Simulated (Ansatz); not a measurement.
Calculation: frozen-core CCSD(T)/cc-pVTZ // PBE0-D4/def2-TZVP run with Ansatz (an electronic-structure program).

Ansatz 0.2 input:
```yaml
crystal:
  periodic: [false, false, false]
  atoms:
    - { symbol: C, position_ang: [-2.174307, 0.527033, -0.316563] }
    - { symbol: C, position_ang: [-1.212056, -0.379843, -0.393152] }
    - { symbol: C, position_ang: [-0.057746, -0.484192, 0.554621] }
    - { symbol: C, position_ang: [1.262959, -0.38974, -0.144244] }
    - { symbol: C, position_ang: [2.197853, 0.509532, 0.123157] }
    - { symbol: H, position_ang: [-2.184656, 1.276742, 0.468811] }
    - { symbol: H, position_ang: [-2.986459, 0.554201, -1.033854] }
    - { symbol: H, position_ang: [-1.235488, -1.112545, -1.198273] }
    - { symbol: H, position_ang: [-0.113089, -1.455598, 1.066271] }
    - { symbol: H, position_ang: [-0.132072, 0.288687, 1.324419] }
    - { symbol: H, position_ang: [1.440485, -1.123324, -0.929076] }
    - { symbol: H, position_ang: [2.057668, 1.259572, 0.895669] }
    - { symbol: H, position_ang: [3.136909, 0.529473, -0.417788] }
basis:
  gaussian: { orbitals: cc-pVTZ }
correlation:
  method: ccsd_t
```

Output:

```
Functional definition: HF
1481 factors; integrals over basis functions are off by at most 9.6e-4 eV
mean field evaluation 1: about -5275.6599 eV, gradient 3.5e1 eV
mean field evaluation 2: about -5275.9657 eV, gradient 3.5e1 eV
mean field evaluation 4: about -5279.4834 eV, gradient 3.5e0 eV
mean field evaluation 8: about -5279.5270 eV, gradient 2.5e-1 eV
mean field evaluation 16: about -5275.6585 eV, gradient 3.5e1 eV
mean field -5279.52718436 eV, -194.0190454333 hartree, gradient 1.7e-6 eV, S^2 0.000000; 0 other end points of the search recorded, 0 dependent functions left out
5 core orbitals not correlated
reference -5279.52718436 eV, -194.0190454333 hartree; 14, 14 occupied and 243, 243 virtual orbitals, 1481 factors
second order -22.40795632 eV of doubles, -0.00000000 eV of singles
cycle   1  -22.97528353 eV  change   -5.7e-1 eV  update   9.8e-2
cycle   2  -23.56689622 eV  change   -5.9e-1 eV  update   3.1e-2
cycle   3  -23.67673410 eV  change   -1.1e-1 eV  update   1.4e-2
cycle   4  -23.67333187 eV  change    3.4e-3 eV  update   3.7e-3
cycle   5  -23.67461368 eV  change   -1.3e-3 eV  update   1.3e-3
cycle   6  -23.67490393 eV  change   -2.9e-4 eV  update   3.2e-4
cycle   7  -23.67482579 eV  change    7.8e-5 eV  update   9.0e-5
cycle   8  -23.67483601 eV  change   -1.0e-5 eV  update   3.4e-5
perturbative correction -1.06416205 eV, -0.0391072340 hartree
Total energy: -5304.26618243 eV, -194.9281868434 hartree
```

Cost: about 6 core-minutes (a rough figure).
